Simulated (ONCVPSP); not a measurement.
## u(r) = r·R(r): atom against pseudo-atom (samarium)

Columns: radius, all-electron u(r) and pseudo u(r) of the 5s shell (level -49.43 eV) of samarium in the configuration [Kr] 4d10 4f6 5s2 5p6 6s1; PBE, scalar-relativistic, ONCV scheme, ONCVPSP 4.0.1.

```tsv
r (bohr)	all-electron	pseudo
0.108	-0.0151	0.0473
0.215	0.3248	0.1026
0.322	-0.1750	0.1726
0.430	-0.5155	0.2613
0.538	-0.4447	0.3670
0.645	-0.1379	0.4834
0.752	0.2240	0.6031
0.860	0.5417	0.7172
0.968	0.7732	0.8146
1.075	0.9155	0.8868
1.182	0.9840	0.9297
1.290	0.9956	0.9419
1.398	0.9661	0.9248
1.505	0.9102	0.8835
1.612	0.8388	0.8241
1.720	0.7590	0.7524
1.828	0.6775	0.6752
1.935	0.5987	0.5982
2.042	0.5245	0.5244
2.150	0.4555	0.4555
2.258	0.3932	0.3932
2.365	0.3382	0.3381
2.472	0.2896	0.2895
2.580	0.2467	0.2466
2.688	0.2095	0.2095
2.795	0.1777	0.1777
```

Problem. How many radial nodes do the two functions have?

Solution. The all-electron 5s function has n − l − 1 = 4 (the table is too coarse to show those close to the nucleus); the pseudo-wave has 0, since the states of the same l below it are removed with the core.

Problem. At about which radius was the pseudo-wave matched?

Solution. 2.15 bohr. The columns agree to 0.0005 from 2.04 bohr on; several derivatives are matched, so the curves merge somewhat inside the radius.

Problem. Is the pseudo-wave norm-conserving?

Solution. Yes: the ONCV scheme keeps the norm inside the radius equal to the all-electron one, which fixes the energy derivative of the logarithmic derivative at the level.
